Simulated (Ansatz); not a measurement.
Clusters of 9 atoms, hydroxo: PBE-D4/def2-SVP single points in Ansatz on relaxed structures, gas phase. Each cluster is the lowest isomer that a short search found in that spin, judged at the geometry's level, and lower ones may exist. Core potentials for Hf, Sn, Zr, no spin–orbit coupling. Binding counts from free atoms in the multiplicity of their measured ground term, without zero-point energy. A dash marks a value that wasn't run or was left out as unsound. The structures are stationary points that may keep the symmetry of their start. Remarks come from the PBE and PBE0 runs and from stability tests at other levels; not every state was tested.

| species | atoms | state | geometry | HOMO (eV) | LUMO (eV) | gap (eV) | binding per atom (eV) | point group (within 0.1 Å) | remarks |
| --- | --- | --- | --- | --- | --- | --- | --- | --- | --- |
| GeO4H4 | 9 | singlet | PBE-D4/def2-SVP | -6.06 | -1.50 | 4.55 | 3.52 | – | – |
| SiO4H4 | 9 | singlet | r2SCAN-D4/def2-SVP | -4.92 | -1.86 | 3.06 | 3.70 | – | restricted SCF unstable in HF |
| Hf2O5H2 (with an O–O bond) | 9 | singlet | r2SCAN-D4/def2-SVP | -5.66 | -3.33 | 2.33 | 5.08 | Cs | – |
| TiO4H4 (with an O–O bond) | 9 | singlet | PBE-D4/def2-SVP | -6.16 | -2.36 | 3.81 | 4.00 | – | – |
| HfO4H4 (with an O–O bond) | 9 | singlet | r2SCAN-D4/def2-SVP | -6.06 | -1.81 | 4.26 | 4.13 | – | – |
| Zr2O5H2 | 9 | singlet | B3LYP-D4/def2-SVP | -5.67 | -3.73 | 1.94 | – | Cs | – |
| Ti2O5H2 | 9 | singlet | PBE-D4/def2-SVP | -6.23 | -3.23 | 3.00 | 5.33 | C2 | – |
| ZrO4H4 (with an O–O bond) | 9 | singlet | PBE-D4/def2-SVP | -6.07 | -1.89 | 4.17 | – | – | – |
| SnO4H4 (with an O–O bond) | 9 | singlet | B3LYP-D4/def2-SVP | -5.77 | -2.38 | 3.39 | 3.14 | – | – |

The gap (eV) runs from 1.94 (Zr2O5H2) to 4.55 (GeO4H4).
